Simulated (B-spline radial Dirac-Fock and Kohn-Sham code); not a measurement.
**Elastic electron scattering at 300 keV, H to Co**

The computed values come from a radial B-spline solver: relativistic (Dirac) partial waves in the static field of the Dirac-Fock atom with Furness-McCarthy exchange, without polarisation or absorption potentials. σ_tr1 and σ_tr2 weight the cross section with 1 − P₁ and 1 − P₂ of cos θ; "backward" is the share scattered beyond 90°.

| Z | element | σ (a₀²) | σ_tr1 (a₀²) | σ_tr2 (a₀²) | backward (%) | dσ/dΩ at 90° (a₀²/sr) |
| --- | --- | --- | --- | --- | --- | --- |
| 1 | H | 0.000647 | 1.91e-07 | 5.33e-07 | 0.00088 | 2.18e-09 |
| 2 | He | 0.000978 | 6.87e-07 | 1.90e-06 | 0.0023 | 8.74e-09 |
| 3 | Li | 0.00637 | 1.53e-06 | 4.22e-06 | 0.00081 | 1.98e-08 |
| 4 | Be | 0.0101 | 2.71e-06 | 7.46e-06 | 0.00092 | 3.54e-08 |
| 5 | B | 0.0127 | 4.20e-06 | 1.16e-05 | 0.0011 | 5.57e-08 |
| 6 | C | 0.0143 | 5.98e-06 | 1.64e-05 | 0.0015 | 8.07e-08 |
| 7 | N | 0.0154 | 8.04e-06 | 2.21e-05 | 0.0019 | 1.11e-07 |
| 8 | O | 0.0163 | 1.04e-05 | 2.84e-05 | 0.0023 | 1.45e-07 |
| 9 | F | 0.0169 | 1.30e-05 | 3.54e-05 | 0.0028 | 1.85e-07 |
| 10 | Ne | 0.0174 | 1.58e-05 | 4.31e-05 | 0.0034 | 2.30e-07 |
| 12 | Mg | 0.0361 | 2.26e-05 | 6.14e-05 | 0.0024 | 3.37e-07 |
| 13 | Al | 0.0458 | 2.64e-05 | 7.19e-05 | 0.0023 | 3.99e-07 |
| 14 | Si | 0.0527 | 3.06e-05 | 8.31e-05 | 0.0023 | 4.66e-07 |
| 15 | P | 0.0579 | 3.50e-05 | 9.52e-05 | 0.0024 | 5.39e-07 |
| 16 | S | 0.0620 | 3.98e-05 | 0.000108 | 0.0026 | 6.19e-07 |
| 17 | Cl | 0.0653 | 4.48e-05 | 0.000122 | 0.0028 | 7.05e-07 |
| 18 | Ar | 0.0680 | 5.02e-05 | 0.000136 | 0.0030 | 7.97e-07 |
| 19 | K | 0.0895 | 5.59e-05 | 0.000151 | 0.0026 | 8.96e-07 |
| 20 | Ca | 0.107 | 6.20e-05 | 0.000168 | 0.0024 | 1.00e-06 |
| 21 | Sc | 0.110 | 6.82e-05 | 0.000184 | 0.0026 | 1.12e-06 |
| 22 | Ti | 0.112 | 7.48e-05 | 0.000202 | 0.0028 | 1.24e-06 |
| 23 | V | 0.114 | 8.16e-05 | 0.000220 | 0.0031 | 1.36e-06 |
| 24 | Cr | 0.106 | 8.86e-05 | 0.000239 | 0.0036 | 1.50e-06 |
| 25 | Mn | 0.115 | 9.61e-05 | 0.000258 | 0.0037 | 1.64e-06 |
| 26 | Fe | 0.116 | 0.000104 | 0.000279 | 0.0040 | 1.80e-06 |
| 27 | Co | 0.116 | 0.000112 | 0.000300 | 0.0043 | 1.96e-06 |
